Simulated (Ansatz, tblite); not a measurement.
Cost and result up the ladder for Sn2O4⁺ (the lowest doublet isomer of a short search) (6 atoms). Charge 1, multiplicity 2. Geometry: PBE-D4/def2-SVP.

```xyz
6

Sn    0.747    0.610   -1.904
Sn   -0.163   -2.047    0.582
O    -0.905   -0.070    1.308
O     0.874   -1.090   -0.845
O    -0.203    1.056    1.055
O    -0.351    1.542   -0.196
```

Ansatz on 4 threads of INTEL XEON PLATINUM 8581C on a shared host; xTB runs through tblite on one thread. Times are rough, summed over both states, and most runs start from the orbitals of an earlier one. ωB97X-V/def2-TZVP serves as the yardstick here, not as an exact answer. Differences are given only for rows in sets of like size (and for xTB, whose basis is part of the method), since another set adds its own error. The other state is a quartet at its own geometry.

In the def2 sets Sn takes a core potential; there is no spin–orbit coupling. The xTB rows come from tblite. B3LYP takes the VWN-RPA correlation. Correlated methods freeze 12 core orbitals; core or outer-core shells of Sn are correlated, in sets that lack core-valence functions. The rows differ in basis, and correlated rows in double-zeta sets carry the largest basis error. The structure holds 2 bonds between oxygen atoms, so isomers without such links may lie far lower. The structure comes from a short search, and lower isomers may exist.

Run but left out: HF/STO-3G (quartet: ⟨S²⟩ 4.70, where a pure state has 3.75).

Correlated methods converge slowly with the basis, most of all in double-zeta sets (MP2 moves by 0.43 eV from def2-SVP to def2-TZVP here).

xTB has no spin-polarisation term.

```json
{"level": "GFN1-xTB", "functions": "34", "wall time": "0.008 s"}
{"level": "GFN2-xTB", "functions": "34", "wall time": "0.009 s"}
{"level": "PBE-D4/def2-TZVP (with forces)", "functions": "224", "wall time": "4.8 s"}
{"level": "r2SCAN-D4/def2-TZVP", "functions": "224", "wall time": "8.7 s"}
{"level": "B3LYP-D4/def2-TZVP", "functions": "224", "wall time": "8.9 s"}
{"level": "MP2/def2-TZVP", "functions": "224", "wall time": "12 s"}
{"level": "ωB97X-V/def2-TZVP", "functions": "224", "wall time": "18 s"}
{"level": "PBE0-D4/def2-TZVP", "functions": "224", "wall time": "18 s"}
{"level": "CCSD(T)/def2-SVP", "functions": "108", "wall time": "58 s"}
```

(1) Estimate what each level gives for the quartet − doublet (eV).

Results:

(1) 
| level | quartet − doublet (eV) | difference from ωB97X-V/def2-TZVP (eV) |
| --- | --- | --- |
| GFN1-xTB | 6.27 | 2.44 |
| GFN2-xTB | 5.16 | 1.33 |
| PBE-D4/def2-TZVP (with forces) | 3.19 | -0.65 |
| r2SCAN-D4/def2-TZVP | 3.21 | -0.62 |
| B3LYP-D4/def2-TZVP | 3.48 | -0.35 |
| MP2/def2-TZVP | 3.93 | 0.10 |
| ωB97X-V/def2-TZVP | 3.83 | 0.00 |
| PBE0-D4/def2-TZVP | 3.47 | -0.36 |
| CCSD(T)/def2-SVP | 3.44 | – |
